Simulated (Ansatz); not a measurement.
Isomers of Si$_{4}$Te$_{3}$⁺ (doublet), relaxed with PBE-D4/def2-SVP; total energies from Ansatz at PBE0-D4/def2-TZVP.

```json
{"isomer": "A", "description": "point group Cs; 10 × Si–Te 2.48 to 2.94 Å; 2 × Si–Si 2.44 to 2.59 Å", "energy (Eh)": "-1961.49161"}
{"isomer": "B", "description": "point group not assigned; 8 × Si–Te 2.44 to 2.95 Å; 4 × Si–Si 2.40 to 2.61 Å", "energy (Eh)": "-1961.49900"}
```

In the def2 sets Te takes a core potential; there is no spin–orbit coupling.

The isomers come from a short search, and lower ones may exist.

Q: Work out the relative energies (1 Eh = 2625.5 kJ/mol) and the Boltzmann populations at 298 K from electronic energies alone (R = 8.314 J/mol/K).

A: ΔE: A 19.4, B 0.0 kJ/mol. RT = 2.48 kJ/mol. Factors exp(−ΔE/RT): A 0.000401, B 1; sum 1.000. Populations: A 0.0 %, B 100.0 %. Zero-point energy, vibrational entropy and symmetry numbers are left out and can shift these; an error of 4 kJ/mol changes a ratio by a factor of 5.0. Over the other density-functional and correlated levels in def2 sets, the gap between B and A ranges from 15 to 37 kJ/mol.
